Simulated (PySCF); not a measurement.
Simulation results for C₂H₆AlO

Calculation on a computer-drawn molecule: the log of a Hartree-Fock and frozen-core CCSD(T) single point meant for a local Hartree-Fock minimum, with one planted fault or none, to be diagnosed. Offsets are logged minus clean, where the clean run is the same molecule without the fault. The reference is restricted for singlets and unrestricted otherwise, and also for a bond in bohr or an excited solution. Adding or removing an electron swaps singlet and doublet. The excited solution moves the top pair (singlet) or top alpha electron (doublet) to the lowest empty orbital. Highest occupied and lowest empty are orbital energies over both spins, largest force is the largest gradient component, triples share is (T) over the correlation energy, the T1 limit is 0.02 restricted and 0.045 unrestricted, electrons count all cores, a negative frequency is imaginary (commonest isotopes), and the dipole is about the centre of nuclear charge. Program: PySCF 2.14.0.

```xyz
10
formula=C2H6AlO meant_charge=0 meant_multiplicity=2 meant_basis=cc-pV(D+d)Z logged_electrons=40 logged_basis_functions=95 logged_SCF_converged=yes logged_spin_squared=0 logged_highest_occupied=-0.1958 logged_lowest_empty=7.6939 logged_largest_force=0.050739 logged_T1_diagnostic=0.013926 logged_D1_diagnostic=0.046285 logged_triples_share=0.032795 logged_CC_converged=yes logged_dipole_magnitude=3.6211 logged_SCF_stable_within_its_kind=yes logged_energy_HF=-395.93515 logged_energy_CCSD(T)=-396.56433 possible_faults=no_fault,one_electron_removed,one_electron_added,multiplicity_raised_by_two,geometry_at_a_saddle_point,SCF_held_on_an_excited_solution,minimal_basis_STO-3G,one_bond_length_entered_in_bohr,all_coordinates_scaled planted_fault=one_electron_added HF_energy_offset_from_clean_run=22.33 CCSD(T)_energy_offset_from_clean_run=-7.748
C      0.4554    -0.4191     0.7469
C     -0.5029     0.6794     1.1049
O      0.0446     1.4602     2.0783
Al    -2.2438     0.9839     0.3429
H      0.6776    -1.0324     1.6263
H      1.4043     0.0019     0.3987
H      0.0550    -1.0659    -0.0348
H     -0.5453     2.1592     2.3184
H     -3.0633     2.2216     0.8998
H     -2.7943     0.0237    -0.7822
```

Units: logged_highest_occupied, logged_lowest_empty in eV; logged_largest_force in hartree/bohr; logged_dipole_magnitude in debye; logged_energy_HF, logged_energy_CCSD(T) in hartree; HF_energy_offset_from_clean_run, CCSD(T)_energy_offset_from_clean_run in kcal/mol.

Drawn bonds:
```
atom  other atom  order
   1           2      1
   2           3      1
   2           4      1
   1           5      1
   1           6      1
   1           7      1
   3           8      1
   4           9      1
   4          10      1
```
